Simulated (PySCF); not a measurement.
Sb(Cl)2(Et) (C₂H₅Cl₂Sb), SMILES [Cl][Sb]([Cl])[CH2]C. Heavy atoms are numbered as in [Sb:1]([Cl:2])([Cl:3])[CH2:4][CH3:5]. Hydrogens are named by the atom that carries them.

Coordinates come from a B3LYP-D3(BJ)/def2-SVP optimisation. The structure was generated by enumeration; whether it is a known compound was not checked. The def2 effective core potentials stand for the cores of Sb; spin–orbit coupling is left out. One conformer was computed; it need not be the lowest.

These are PBE/def2-TZVP run with PySCF values and carry that method's errors.

ESP charges are fitted to the potential on shells at 1.4 to 2.0 van der Waals radii. Atomic charges (e), one atom of each kind:

```json
[
 {"atom": "Sb1", "Löwdin": "0.30", "ESP fit": "0.29", "Mulliken": "0.73"},
 {"atom": "Cl2", "Löwdin": "-0.05", "ESP fit": "-0.19", "Mulliken": "-0.33"},
 {"atom": "C4 (CH2)", "Löwdin": "-0.49", "ESP fit": "0.16", "Mulliken": "-0.37"},
 {"atom": "C5 (CH3)", "Löwdin": "-0.36", "ESP fit": "-0.33", "Mulliken": "-0.37"},
 {"atom": "H on C4", "Löwdin": "0.13", "ESP fit": "0.01", "Mulliken": "0.13"},
 {"atom": "H on C5", "Löwdin": "0.12", "ESP fit": "0.09", "Mulliken": "0.14"}
]
```
